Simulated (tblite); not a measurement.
Compound: C5H8AlClS2.
Atom-mapped SMILES: `[CH2:1]=[CH:2][CH2:3][C@H:4]1[CH2:5][S:6][Al:7]([Cl:8])[S:9]1` (hydrogens: H10, H11 on C1; H12 on C2; H13, H14 on C3; H15 on C4; H16, H17 on C5)

Computed with GFN2-xTB (tblite), gas phase: L-BFGS steps from a force-field or distance-geometry start until the largest atomic force falls under 0.01 eV/Å.

Step 28: E = -734.5593 eV
```
atom  x, y, z in Å  |  force x, y, z in eV/Å
C1     -2.8523   -0.2341   -0.4091    0.102   0.029   0.046
C2     -1.8349    0.5614   -0.1304    0.075   0.087  -0.102
C3     -0.8494    0.3566    0.9830    0.022  -0.074  -0.228
C4      0.6276    0.3879    0.5452   -0.175  -0.008   0.003
C5      0.8954   -0.5022   -0.6638    0.034   0.123   0.118
S6      2.6757   -0.6256   -1.1008    0.055  -0.297  -0.066
Al7     3.1932    1.3400   -0.2785   -0.139   0.269   0.111
Cl8     5.0635    2.0481   -0.0577    0.002   0.065  -0.051
S9      1.2011    2.1505    0.2705    0.059  -0.193   0.030
H10    -3.0497   -1.1352    0.1478    0.032  -0.005   0.051
H11    -3.5460   -0.0167   -1.2047    0.064   0.015   0.019
H12    -1.6770    1.4575   -0.7200    0.029  -0.020   0.074
H13    -1.0302   -0.6063    1.4685   -0.051   0.008  -0.025
H14    -0.9955    1.1462    1.7249    0.028  -0.010  -0.001
H15     1.2151    0.0004    1.3808    0.101   0.051   0.130
H16     0.3647   -0.1463   -1.5419   -0.112  -0.025  -0.041
H17     0.5917   -1.5205   -0.4239   -0.127  -0.017  -0.071
```

Step 29: E = -734.5648 eV
```
atom  x, y, z in Å  |  force x, y, z in eV/Å
C1     -2.8521   -0.2320   -0.4223    0.056  -0.005   0.040
C2     -1.8299    0.5552   -0.1394    0.069   0.025  -0.059
C3     -0.8571    0.3468    0.9826    0.008   0.037  -0.050
C4      0.6226    0.3853    0.5646    0.001  -0.096   0.065
C5      0.8985   -0.4956   -0.6472   -0.032  -0.009  -0.032
S6      2.6719   -0.6233   -1.1137    0.061  -0.092   0.055
Al7     3.1900    1.3485   -0.2771    0.091   0.240   0.058
Cl8     5.0828    2.0584   -0.1249   -0.272  -0.031  -0.053
S9      1.2057    2.1496    0.3174    0.076  -0.219  -0.003
H10    -3.0616   -1.1256    0.1473    0.018   0.060  -0.044
H11    -3.5307   -0.0081   -1.2319    0.078  -0.046   0.105
H12    -1.6605    1.4454   -0.7299    0.055   0.044   0.024
H13    -1.0436   -0.6124    1.4763   -0.040   0.034  -0.087
H14    -1.0074    1.1404    1.7232    0.005  -0.054  -0.037
H15     1.2063   -0.0102    1.4032    0.036   0.080   0.073
H16     0.3578   -0.1403   -1.5218   -0.086  -0.032  -0.005
H17     0.6004   -1.5205   -0.4164   -0.124   0.064  -0.052
```

Q: Estimate the geometry and energy of step 30. (The exact step hangs on the optimiser's Hessian estimate; all steps are aligned on step 29, rigid shifts and turns removed.)

A: E = -734.5690 eV, largest force 0.257 eV/Å
```
atom  x, y, z in Å  |  force x, y, z in eV/Å
C1     -2.8483   -0.2303   -0.4170    0.025  -0.015   0.012
C2     -1.8309    0.5622   -0.1394    0.079  -0.027  -0.011
C3     -0.8570    0.3471    0.9755    0.015   0.050   0.121
C4      0.6198    0.3854    0.5611    0.147  -0.146   0.064
C5      0.9022   -0.4952   -0.6477   -0.064  -0.102  -0.117
S6      2.6766   -0.6387   -1.1094    0.065   0.075   0.128
Al7     3.1874    1.3556   -0.2894   -0.238  -0.096  -0.008
Cl8     5.0585    2.0522   -0.1018    0.122   0.126  -0.039
S9      1.2063    2.1435    0.3054   -0.010  -0.105   0.008
H10    -3.0461   -1.1204    0.1584   -0.014  -0.014  -0.035
H11    -3.5280   -0.0136   -1.2252    0.018  -0.038   0.072
H12    -1.6696    1.4531   -0.7224    0.088   0.156  -0.070
H13    -1.0476   -0.6123    1.4691   -0.021   0.040  -0.109
H14    -0.9998    1.1367    1.7229   -0.017  -0.045  -0.047
H15     1.2064   -0.0040    1.4024   -0.002   0.072   0.046
H16     0.3678   -0.1393   -1.5268   -0.079  -0.012   0.008
H17     0.5954   -1.5203   -0.4258   -0.114   0.081  -0.023
```

The energy changes by -0.0042 eV. The first-order estimate −F·Δx gives -0.0133 eV and the mean of the old and new forces, exact on a quadratic surface, -0.0041 eV. The step makes an angle of 66° with the force vector and moves no atom by more than 0.034 Å.

The cost below is that of the whole relaxation. Hardware: an Arm Neoverse V1 with one thread, shared host. Cost: 1.3 s of wall time.
